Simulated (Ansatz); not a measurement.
Geometry optimisation, RKS PBE/6-31G* in Ansatz.

Input:

```yaml
crystal:
  periodic: [false, false, false]
  atoms:
    - { symbol: B, position_ang: [0.044052, -0.536039, -0.377744] }
    - { symbol: F, position_ang: [-0.299214, 0.119689, 2.030165] }
    - { symbol: H, position_ang: [1.012001, 0.173802, -0.457302] }
    - { symbol: C, position_ang: [-1.378457, -0.082787, -0.843811] }
    - { symbol: H, position_ang: [-2.199827, -0.776283, -0.597827] }
    - { symbol: H, position_ang: [-1.61889, 0.913741, -0.43507] }
    - { symbol: H, position_ang: [-1.362575, 0.034876, -1.946682] }
    - { symbol: S, position_ang: [0.486155, -2.298981, 0.052773] }
    - { symbol: H, position_ang: [-0.764107, -2.839454, -0.005317] }
    - { symbol: H, position_ang: [0.078762, -0.738064, 2.087314] }
basis:
  gaussian: { orbitals: "6-31G*" }
hamiltonian:
  xc: pbe
relax:
  f_tol: 0.03
  max_steps: 50
```

Launched with:

```bash
$ ansatz run input.yaml --threads 1 --pin off --max-ram 2048MiB --backend cpu --events-out ev --progress --plain --runs-dir out
```

Question: Where does it end, and by what steps?

Answer: The run converged. After 6 steps the energy has fallen by 0.033 eV; H10 moved furthest, 0.17 Å.

```tsv
step	energy less start (eV)	largest force component (eV/Å)	accepted
0	0.0000	0.708	yes
1	-0.0288	0.228	yes
2	-0.0308	0.193	yes
3	-0.0324	0.172	yes
4	-0.0329	0.104	yes
5	-0.0332	0.035	yes
6	-0.0332	0.008	yes
```

```xyz
10
Properties=species:S:1:pos:R:3
B 0.039 -0.516 -0.351
F -0.284 0.056 2.008
H 1.010 0.190 -0.428
C -1.381 -0.076 -0.842
H -2.202 -0.763 -0.579
H -1.629 0.933 -0.470
H -1.352 0.002 -1.948
S 0.482 -2.234 0.106
H -0.761 -2.793 0.067
H 0.075 -0.827 1.944
```

Whether the end is a true minimum wasn't checked by a vibrational analysis.

The run took 17 s on 1 thread of Arm Neoverse V2 (shared host), peak memory 0.14 GiB.
